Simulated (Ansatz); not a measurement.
Start from `C[Si](O)(S)Cl` and change one atom or group to get `C[Si](N)(S)Cl`.

Ansatz, PBE0-D4/def2-TZVP geometries, multiplicity 1. Each molecule was computed in one conformer, which needn't be the lowest.

| property | `C[Si](O)(S)Cl` |
| --- | --- |
| size of the dipole moment (B3LYP/def2-TZVPP) / D | 1.66 |
| HOMO–LUMO gap (ωB97M-V/def2-TZVPP) / eV | 11.91 |
| HOMO energy (B3LYP/def2-TZVPP) / eV | -7.45 |
| LUMO energy (PBE/def2-TZVPP) / eV | -0.52 |
| HOMO energy (ωB97M-V/def2-TZVPP) / eV | -9.92 |
| size of the dipole moment (PBE/def2-TZVPP) / D | 1.67 |

Question: Give the same properties after the change, and the shifts. (Best estimate.)

Answer: The calculation gave: 
| property | `C[Si](N)(S)Cl` | shift |
| --- | --- | --- |
| size of the dipole moment (B3LYP/def2-TZVPP) / D | 2.84 | 1.18 |
| HOMO–LUMO gap (ωB97M-V/def2-TZVPP) / eV | 11.75 | -0.16 |
| HOMO energy (B3LYP/def2-TZVPP) / eV | -7.26 | 0.19 |
| LUMO energy (PBE/def2-TZVPP) / eV | -0.36 | 0.16 |
| HOMO energy (ωB97M-V/def2-TZVPP) / eV | -9.74 | 0.18 |
| size of the dipole moment (PBE/def2-TZVPP) / D | 2.83 | 1.16 |

Dipoles are sizes alone; their direction can turn.

B3LYP here is the variant with VWN-RPA as its local correlation; programs differ in this.
